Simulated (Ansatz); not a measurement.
Results of the Gaussian-basis code of Ansatz.

`CC(C)/C=C/C(C)C` at its PBE0-D4/def2-TZVP geometry, where that method's forces vanish. Total charge 0; spin multiplicity 1.

```
atom   x (Å)   y (Å)   z (Å)
  C1   2.834   0.972   0.655
  C2   1.752  -0.003   1.118
  C3   1.008   0.544   2.323
  C4   0.863  -0.362  -0.035
  C5  -0.452  -0.207  -0.114
  C6  -1.290  -0.566  -1.300
  C7  -1.967   0.675  -1.876
  C8  -2.328  -1.621  -0.929
  H9   3.389   0.575  -0.198
 H10   3.548   1.174   1.458
 H11   2.387   1.922   0.350
 H12   2.261  -0.927   1.427
 H13   0.261  -0.164   2.692
 H14   0.495   1.478   2.078
 H15   1.704   0.752   3.139
 H16   1.382  -0.781  -0.899
 H17  -0.997   0.211   0.732
 H18  -0.629  -0.986  -2.067
 H19  -2.624   1.137  -1.133
 H20  -2.578   0.420  -2.746
 H21  -1.230   1.421  -2.180
 H22  -2.941  -1.890  -1.793
 H23  -1.851  -2.528  -0.551
 H24  -2.998  -1.246  -0.150
```

Problem. For each bond, give half the difference of the two atoms' forces along it (eV/Å; positive pushes the atoms apart) under PBE-D4, r2SCAN-D4, B3LYP-D4, ωB97M-V in def2-TZVPP. (Estimate.)

Solution. The calculation gave: 
```tsv
bond	length (Å)	PBE-D4	r2SCAN-D4	B3LYP-D4	ωB97M-V
C1–C2	1.528	0.04	0.12	0.16	0.10
C1–H9	1.093	0.09	-0.04	-0.07	-0.06
C1–H10	1.093	0.10	-0.04	-0.07	-0.07
C2–C3	1.519	0.02	0.09	0.17	0.12
C2–C4	1.499	-0.15	-0.03	0.09	0.18
C2–H12	1.100	0.12	-0.04	-0.13	-0.17
C3–H14	1.094	0.11	-0.03	-0.06	-0.07
C3–H15	1.092	0.09	-0.04	-0.08	-0.07
C4–H16	1.091	0.05	-0.06	-0.11	-0.09
C5–C6	1.497	-0.14	-0.02	0.08	0.19
C5–H17	1.090	0.05	-0.06	-0.12	-0.09
C7–H19	1.094	0.11	-0.03	-0.06	-0.06
C7–H20	1.093	0.10	-0.04	-0.07	-0.08
C7–H21	1.092	0.09	-0.04	-0.07	-0.07
```

B3LYP here is the variant with VWN-RPA as its local correlation; programs differ in this.
